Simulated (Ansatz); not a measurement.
Computed with Ansatz on PBE0-D4/def2-TZVP structures; ΔE is electronic, products minus reactants. CBS: MP2 limit from def2 TZ/QZ plus the TZ coupled-cluster correction, frozen cores. DFT in def2-TZVPP. For Ge outer-core shells are correlated without core-valence functions, which leaves a few kJ/mol of doubt a bond. Scalar relativity is left out up to krypton. One conformer a species, not always the lowest.

`BS[SiH2]OC` + `[OH][GeH2][SiH2][SiH3]` → `BS[SiH2][SiH2][SiH3]` + `C[O][GeH2][OH]`  (redistribution)

```tsv
species	revPBE-D4 energy (Eh)
`BS[SiH2]OC`	-830.06557
`[OH][GeH2][SiH2][SiH3]`	-2735.80815
`BS[SiH2][SiH2][SiH3]`	-1296.78078
`C[O][GeH2][OH]`	-2269.07032
```

**Question.** Work out ΔE.

**Answer.** ΔE = (-1296.78078) + (-2269.07032) − (-830.06557) − (-2735.80815) = 0.02262 Eh = +14.2 kcal/mol. CCSD(T)/CBS gives +16.1 kcal/mol.

**Question.** What do rigid-rotor, harmonic-oscillator terms from PBE0-D4/def2-TZVP frequencies (298.15 K, 1 bar) make of the CCSD(T)/CBS value? (Best estimate.)

**Answer.** Computed: ΔZPE = -0.3 kcal/mol, ΔH = +15.6 kcal/mol, ΔS = -13 J/(mol·K), ΔG = +16.6 kcal/mol. Modes under 50 cm⁻¹ make the entropy rough.

Largest T1 diagnostic among the species: 0.015.

At CCSD(T), def2-SVP lies −4.2 kcal/mol from the extrapolated value and def2-TZVPP −0.7 kcal/mol. The D4 term adds −1.2 kcal/mol with B3LYP and −0.7 kcal/mol with PBE0; it sums over pairs of atoms, weighted by their polarisabilities, and B3LYP, whose exchange is more repulsive, gets the larger term.

B3LYP here is the variant with VWN-RPA as its local correlation; programs differ in this.
